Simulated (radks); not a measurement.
Values are calculated unless marked as measured or tabulated.
Task: Code: a radial shooting solver on a logarithmic mesh with Libxc functionals. Model: scalar-relativistic Kohn-Sham, BLYP, spin-polarised, spherical densities, finite nucleus; open shells are filled with parallel spins first (spin-orbit coupling, left out, can overturn this in heavy ions); Fermi nuclear charge, rms radius of each element as measured or else 0.836 A^(1/3) + 0.57 fm. Each species is in its NIST ground configuration. Rank Pb4+, Si4+, Ge4+, Sn4+, C4+ by mean radius of the outermost orbital (bohr), largest first.

Result: Pb4+ 1.26, Sn4+ 1.07, Ge4+ 0.718, Si4+ 0.565, C4+ 0.268.
